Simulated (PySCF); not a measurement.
C₅H₇N, singlet, geometry from GFN2-xTB. Base run: DF-R2SCAN/pcseg-0 (PySCF).

Input for PySCF:
```python
from pyscf import gto, scf, dft

mol = gto.M(
    atom='''
C    -2.061710   -0.720155    0.434554
C    -0.755156   -0.088984    0.081777
C    -0.830512    1.276853   -0.518725
C     0.407271   -0.716994    0.294597
C     1.659042   -0.162095   -0.021336
N     2.691517    0.273062   -0.271946
H    -2.596792   -0.095801    1.149852
H    -1.927166   -1.709193    0.864905
H    -2.686804   -0.805952   -0.454084
H     0.159033    1.664938   -0.746085
H    -1.418667    1.249558   -1.435971
H    -1.328596    1.960175    0.169020
H     0.444766   -1.706911    0.730784
''',
    basis='pcseg-0',
    charge=0,
    spin=0,
    verbose=4,
    max_memory=1800,
)

mf = dft.RKS(mol)
mf.xc = 'r2scan'
mf = mf.density_fit(auxbasis='def2-universal-jkfit')
mf.kernel()
```

All variants below ran on the same shared machine, one core each. Differences are taken from the largest basis of the pcseg family in the series, which isn't the basis-set limit (pcseg-2: -6.750 eV). The cheapest run took roughly 23 core-seconds.

```csv
setting,basis functions,"cost, times the cheapest (rough)",difference in HOMO energy (eV)
pcseg-0,68,1,-0.120
pcseg-1,119,2,-0.050
pcseg-2,278,6,reference
```

Times come from a shared machine, hold the start-up and are rough.
